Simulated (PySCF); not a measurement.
Ta(O)(F)(NH2)2 (FH4N2OTa), SMILES [NH2][Ta]([NH2])(=[O])[F], multiplicity 1. Geometry optimised at PBE0-D3(BJ)/def2-SVP. The multiplicity is an assumed one; no other spin state was optimised. The structure was generated by enumeration; whether it is a known compound was not checked. The def2 effective core potentials stand for the cores of Ta; spin–orbit coupling is left out. Other conformers were not sampled.

These are PySCF 2.14.0 with PBE0-D3(BJ)/def2-SVP values and carry that method's errors.

Harmonic wavenumbers (cm⁻¹): 168, 174, 184, 205, 205, 298, 400, 494, 528, 571, 595, 670, 682, 695, 1017, 1515, 1518, 3580, 3583, 3678, 3678. Rotational constants (GHz): 3.133, 3.115, 2.708; symmetry number 1.

Question: Work out the zero-point energy and the ideal-gas rigid-rotor harmonic-oscillator thermochemistry at 298.15 K and 1 atm.

Answer: ZPE = ½ Σ hcν = ½ × 24437 cm⁻¹ = 146.16 kJ/mol. H − E(el) = 168.72 kJ/mol. Entropy in J/(mol K): translation 177.51, rotation 112.55, vibration 71.20, total 361.26. G − E(el) = 61.01 kJ/mol. Cp = 117.40 J/(mol K).
